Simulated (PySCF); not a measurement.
Rigid-rotor lines calculated for a species of formula C4H6Ge (commonest isotopes; LC-wPBE/def2-SVP geometry optimisation, gas phase in PySCF), labelled J(Ka,Kc):

| transition | MHz |
| --- | --- |
| 2(0,2) ← 1(0,1) | 10912.1 |
| 1(0,1) ← 0(0,0) | 5560.0 |
| 2(1,1) ← 1(1,0) | 12156.6 |
| 2(1,2) ← 1(1,1) | 10083.3 |

(1) Find the rotational constants.

(2) What moments of inertia, asymmetry and inertial defect follow?

(3) Which dipole components do these lines need?

(4) Predict further lines from these constants: 3(2,2) ← 2(2,1); 3(1,3) ← 2(1,2); 1(1,0) ← 1(1,1); 3(2,1) ← 2(2,0); 2(1,1) ← 2(1,2).

(5) Which structure gave them?

## Answers

(1) 1(0,1) ← 0(0,0) is B + C, 2(1,1) ← 1(1,0) is 3B + C and 2(1,2) ← 1(1,1) is B + 3C, so B − C is half the difference of the last two, 1036.7 MHz. A enters only through 2(0,2) ← 1(0,1) = 2A + B + C − 2√((B − C)² + (A − C)(A − B)). A = 6607, B = 3298.3, C = 2261.6 MHz.

(2) I = 505379 MHz·u·Å² over each constant: Ia = 76.49, Ib = 153.22, Ic = 223.46 u·Å²; κ = (2B − A − C)/(A − C) = -0.523 (asymmetric top); Δ = Ic − Ia − Ib = -6.26 u·Å².

(3) μa (a-type: ΔKa even, ΔKc odd). The calculation gives |μa| = 0.34 D, |μb| = 0.00 D, |μc| = 0.00 D.

(4) 
| transition | MHz | type | branch |
| --- | --- | --- | --- |
| 1(1,0) ← 1(1,1) | 1037 | a | Q |
| 2(1,1) ← 2(1,2) | 3110 | a | Q |
| 3(1,3) ← 2(1,2) | 15006 | a | R |
| 3(2,2) ← 2(2,1) | 16680 | a | R |
| 3(2,1) ← 2(2,0) | 17461 | a | R |

(5) `C1=[CH][GeH2][CH]=C1`, point group C2v. Three constants can't fix a structure by themselves; this is the one that was computed:
```xyz
11
C4H6Ge angstrom
C     -0.945    0.738   -0.406
C      0.274    1.290   -0.318
Ge     1.486   -0.078    0.310
C      0.023   -1.338    0.372
C     -1.081   -0.693   -0.030
H     -1.829    1.293   -0.738
H      0.465    2.334   -0.574
H      2.116    0.220    1.672
H      2.589   -0.445   -0.683
H      0.013   -2.389    0.666
H     -2.064   -1.173   -0.091
```

Whether it is a minimum is left open (no frequencies). These are rigid-rotor constants of the computed structure; measured ground-state constants (B0) also hold zero-point vibration.
